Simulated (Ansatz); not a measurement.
C3H6SSi, SMILES `C=C1C[SiH2]S1` at its PBE0-D4/def2-TZVP geometry, where that method's forces vanish. Charge 0, multiplicity 1.

```xyz
11

C    -0.2984   -2.0179    0.1152
C     0.0367   -0.7640   -0.1529
C     0.0101    0.4351    0.7741
Si    0.2166    1.6531   -0.6452
S     0.5678   -0.1529   -1.7480
H    -0.2676   -2.7943   -0.6391
H    -0.6139   -2.2935    1.1152
H    -0.8890    0.4930    1.3890
H     0.8828    0.4396    1.4336
H     1.3568    2.6031   -0.5874
H    -1.0020    2.3985   -1.0545
```

What forces (eV/Å) does r2SCAN-D4/def2-TZVPP give on these atoms in Ansatz? (Estimate.)

Computed: 
```
C1  -0.065 -0.257  0.037
C2   0.007  0.102  0.036
C3  -0.016  0.114  0.095
Si4  0.003  0.077  0.008
S5   0.073 -0.019 -0.216
H6  -0.002  0.012  0.012
H7   0.007  0.013 -0.010
H8   0.013 -0.020  0.019
H9  -0.012 -0.008  0.012
H10 -0.019 -0.007 -0.001
H11  0.013 -0.007  0.009
```
